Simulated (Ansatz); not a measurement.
Consider the cleavage of the Si–Ge bond: `F[Si](Cl)(Cl)[GeH3]` + `S[SiH2]Cl` → `F[Si](Cl)(Cl)S[SiH2]Cl` + GeH₄.

Isolated molecules relaxed with PBE0-D4/def2-TZVP in Ansatz; ΔE leaves out vibrations. CBS: MP2 limit from def2 TZ/QZ plus the TZ coupled-cluster correction, frozen cores. DFT in def2-TZVPP. For Ge outer-core shells are correlated without core-valence functions, which leaves a few kJ/mol of doubt a bond. Scalar relativity is left out up to krypton. Each species was taken in one conformer, which may not be the lowest.

`F[Si](Cl)(Cl)[GeH3]`:

```xyz
8

F     2.169    0.393   -0.554
Si    1.023   -0.383    0.226
Cl    1.171   -2.348   -0.294
Cl    1.423   -0.198    2.215
Ge   -1.109    0.498   -0.316
H    -1.352    0.342   -1.822
H    -1.156    1.981    0.075
H    -2.168   -0.285    0.470
```

`S[SiH2]Cl`:

```xyz
6

S    -0.068   -1.561   -0.681
Si    0.337    0.338    0.169
Cl   -0.766    0.710    1.861
H    -1.299   -1.222   -1.103
H     0.027    1.427   -0.783
H     1.768    0.309    0.539
```

`F[Si](Cl)(Cl)S[SiH2]Cl`:

Cartesian coordinates in Å:
```
F -1.191 -1.673 -1.067
Si -0.662 -0.225 -1.422
Cl -0.596 -0.062 -3.435
Cl -2.004 1.080 -0.649
S 1.287 0.062 -0.691
Si 0.866 0.068 1.410
Cl 0.568 1.963 2.110
H -0.343 -0.734 1.688
H 2.075 -0.479 2.057
```

GeH₄:

Z-matrix (Å, degrees):
```
Ge
H 1 1.534
H 1 1.534 2 109.5
H 1 1.534 2 109.5 3 -120.0
H 1 1.534 2 109.5 3 120.0
```

```json
{"species": "`F[Si](Cl)(Cl)[GeH3]`", "PBE-D4 energy (Eh)": "-3387.87187"}
{"species": "`S[SiH2]Cl`", "PBE-D4 energy (Eh)": "-1149.29195"}
{"species": "`F[Si](Cl)(Cl)S[SiH2]Cl`", "PBE-D4 energy (Eh)": "-2458.12058"}
{"species": "GeH₄", "PBE-D4 energy (Eh)": "-2079.06008"}
```

**Question.** Work out ΔE.

**Answer.** ΔE = (-2458.12058) + (-2079.06008) − (-3387.87187) − (-1149.29195) = -0.01684 Eh = -10.6 kcal/mol. CCSD(T)/CBS gives -11.9 kcal/mol.

Largest T1 diagnostic among the species: 0.012.

From PBE to PBE0 (25 % exact exchange), in def2-TZVPP and without D4, ΔE moves by −1.1 kcal/mol. The D4 term adds −3.2 kcal/mol with B3LYP and −1.8 kcal/mol with PBE0; it sums over pairs of atoms, weighted by their polarisabilities, and B3LYP, whose exchange is more repulsive, gets the larger term.

B3LYP here is the variant with VWN-RPA as its local correlation; programs differ in this.
